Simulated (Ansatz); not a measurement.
System: sum formula BNHBr2, charge 0, multiplicity 2. It need not be the lowest isomer of its formula. 
Coordinates optimised at B3LYP-D3(BJ)/def2-TZVP (Ansatz, a quantum-chemistry and plane-wave program):
SMILES: [NH]B(Br)Br
```xyz
5

N     -1.8035    -0.8832     0.3167
B     -0.5887    -0.2842     0.0673
Br    -0.4535     1.6403     0.1387
Br     0.9707    -1.3901    -0.2023
H     -2.5350    -1.1545    -0.3275
```
Charge 0, spin multiplicity 2.

Total electronic energies in hartree. Cores are frozen in the correlated levels unless marked. Open shells are spin-unrestricted. No spin-orbit coupling. The frozen core is the preceding noble-gas configuration, with the filled d and f shells of earlier blocks. No relativistic terms. CBS(X,Y): correlation extrapolated as X^-3; Hartree-Fock from the larger set (for Q and 5 zeta extrapolated as (X+1)exp(-9√X)).

```csv
level,program,energy (Eh)
HF/6-31G*,Ansatz,-5223.98427
PBE/def2-TZVPD,Ansatz,-5227.70750
B3LYP-D3(BJ)/def2-TZVPD,Ansatz + dftd3,-5228.65070
PBE0/STO-3G,Ansatz,-5170.70115
PBE0/def2-SVP,Ansatz,-5227.17774
LC-wPBE/def2-TZVPD,Ansatz,(withheld)
MP2/6-31G*,Ansatz,-5224.42047
"MP2/CBS(aug-cc-pVTZ,aug-cc-pVQZ)",Ansatz,-5225.4192
RI-MP2/aug-cc-pVQZ,Ansatz,-5225.38344
SCS-MP2/STO-3G,Ansatz,-5168.18317
SCS-MP2/aug-cc-pVQZ,Ansatz,-5225.37901
CCSD(T)/aug-cc-pVTZ,Ansatz,-5225.39422
CCSD(T)/aug-cc-pVQZ,Ansatz,-5225.45091
"CCSD(T)/CBS(cc-pVTZ,cc-pVQZ)",Ansatz,-5225.4849
"CCSD(T)/CBS(cc-pVQZ,cc-pV5Z)",Ansatz,-5225.4852
```

Problem. Complete the blanks.

Solution. 
- LC-wPBE/def2-TZVPD, energy (Eh): -5227.80760
